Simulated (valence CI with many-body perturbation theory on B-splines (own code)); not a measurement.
Results of a calculation; reference values are marked as such.
Basis-set convergence for Pd7+

Level of theory: valence CI with perturbative core correlation (CI+MBPT): three valence electrons over a frozen Dirac-Fock core [Kr], radial functions for each j: 7 s, 7 p, 8 d, 6 f, 4 g, 1 h, with the one-electron correlation potential Σ1 (screened to all orders), the two-electron term Σ2, the three-electron term Σ3, Breit, model QED; selected single and double excitations, second order for the rest, scaled by the run's own slope (own B-spline code, finite nucleus).

No measured spectrum was set against this ion. As an estimate, terms of the open shell hold to 2 to 4 % of their energy, and close levels can change places; different configurations can be misplaced against each other by 1,000 to 8,000 cm⁻¹. Only levels of the ground parity were solved; by the run's estimate the other parity begins above the list, which can be wrong where configurations are misplaced.

The reference run has the lowest level 4d3 4F_3/2 and an ionisation energy of 121.201 eV. Its largest variational space holds 8181 state functions.

Names give the largest LS component (configuration and term), which can be under half, so a name can repeat, a term be missing and a line seem to break the LS rules; names also repeat where a configuration has a term twice. Letters in brackets count levels of one name in rising energy.

Changed runs:
A. basis 6 s, 6 p, 5 d, 5 f, 1 g
B. basis 5 s, 5 p, 4 d, 4 f

Excitation energies of the reference run in cm⁻¹, and shifts in cm⁻¹:

| Level | Reference | A | B |
| --- | --- | --- | --- |
| 4d3 4F_5/2 | 2467 | -8.6 | -19 |
| 4d3 4F_7/2 | 5276 | -8.8 | -14 |
| 4d3 4F_9/2 | 8126 | +2.3 | +21 |
| 4d3 4P_3/2 | 16770 | +111 | +482 |
| 4d3 4P_1/2 | 17249 | +71 | +379 |
| 4d3 2G_7/2 | 19939 | +216 | +745 |
| 4d3 2G_9/2 | 20930 | +202 | +802 |
| 4d3 4P_5/2 | 20960 | +53 | +317 |
| 4d3 2D_3/2 [a] | 25107 | +240 | +754 |
| 4d3 2P_1/2 | 26514 | +263 | +1001 |
| 4d3 2H_11/2 | 27830 | +203 | +969 |
| 4d3 2H_9/2 | 28359 | +206 | +872 |
| Ionisation energy (eV) | 121.201 | -0.026 | -0.045 |
